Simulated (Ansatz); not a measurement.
Mulliken charges of C$_{2}$H$_{3}$ClSn, SMILES `C#[C][SnH2][Cl]` from ωB97M-V/def2-TZVPP in Ansatz (PBE0-D4/def2-TZVP geometry).

```json
{"atom": "C1", "x (Å)": "0.328", "y (Å)": "-2.043", "z (Å)": "0.647", "charge (e)": "-0.050"}
{"atom": "C2", "x (Å)": "0.191", "y (Å)": "-0.891", "z (Å)": "0.320", "charge (e)": "-0.541"}
{"atom": "Sn3", "x (Å)": "-0.024", "y (Å)": "1.094", "z (Å)": "-0.226", "charge (e)": "0.846"}
{"atom": "Cl4", "x (Å)": "-1.694", "y (Å)": "1.157", "z (Å)": "-1.843", "charge (e)": "-0.349"}
{"atom": "H5", "x (Å)": "0.444", "y (Å)": "-3.064", "z (Å)": "0.933", "charge (e)": "0.223"}
{"atom": "H6", "x (Å)": "-0.577", "y (Å)": "2.015", "z (Å)": "1.087", "charge (e)": "-0.065"}
{"atom": "H7", "x (Å)": "1.394", "y (Å)": "1.664", "z (Å)": "-0.963", "charge (e)": "-0.065"}
```

By hand: the dipole of these point charges (1 e Å = 4.8032 D).

Σ q r = (0.497, 0.184, 0.447) e Å, of length 0.693 e Å = 3.33 D.

How does the dipole of the full density compare? (An estimate is asked.)

Computed: (0.355, -0.033, 0.347) e Å, 2.39 D; the point charges give 1.39 times that, at 19° from its direction.

Point charges leave out the atoms' own dipoles, such as those of lone pairs, and Mulliken's split depends on the basis, so the two needn't agree.
